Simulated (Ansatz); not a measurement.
Geometry optimisation, RKS revPBE-D4/def2-SVP in Ansatz.

Input file:

```yaml
crystal:
  periodic: [false, false, false]
  atoms:
    - { symbol: Ga, position_ang: [0.315691, -0.070545, -0.16729] }
    - { symbol: Cl, position_ang: [0.851156, -0.18589, 1.974102] }
    - { symbol: H, position_ang: [1.814426, 0.22895, -0.424416] }
    - { symbol: O, position_ang: [-1.308702, -0.314414, -0.874051] }
    - { symbol: H, position_ang: [-1.965271, -0.5048, -0.174646] }
basis:
  gaussian: { orbitals: def2-SVP }
hamiltonian:
  xc: revpbe
  dispersion: d4
relax:
  f_tol: 0.03
  max_steps: 50
output:
  orbitals: {}
```

Launched with:

```bash
$ ansatz run input.yaml --threads 1 --pin off --max-ram 2048MiB --backend cpu --events-out ev --progress --plain --runs-dir out
```

Where does it end, and by what steps?

The run converged. After 6 steps the energy has fallen by 0.554 eV; H3 moved furthest, 0.46 Å.

```json
{"step": "0", "energy less start (eV)": "0.0000", "largest force component (eV/Å)": "1.214", "accepted": "yes"}
{"step": "1", "energy less start (eV)": "-0.3555", "largest force component (eV/Å)": "0.763", "accepted": "yes"}
{"step": "2", "energy less start (eV)": "-0.5176", "largest force component (eV/Å)": "0.605", "accepted": "yes"}
{"step": "3", "energy less start (eV)": "-0.4858", "largest force component (eV/Å)": "1.743", "accepted": "no"}
{"step": "4", "energy less start (eV)": "-0.5448", "largest force component (eV/Å)": "0.113", "accepted": "yes"}
{"step": "5", "energy less start (eV)": "-0.5533", "largest force component (eV/Å)": "0.031", "accepted": "yes"}
{"step": "6", "energy less start (eV)": "-0.5535", "largest force component (eV/Å)": "0.028", "accepted": "yes"}
```

```xyz
5
Properties=species:S:1:pos:R:3
Ga 0.464 -0.060 -0.020
Cl 0.508 -0.268 2.148
H 1.725 0.261 -0.875
O -1.145 -0.301 -0.789
H -1.845 -0.478 -0.130
```

Run time: 16 s on 1 thread of Arm Neoverse V1, on a shared host, peak memory 0.14 GiB.
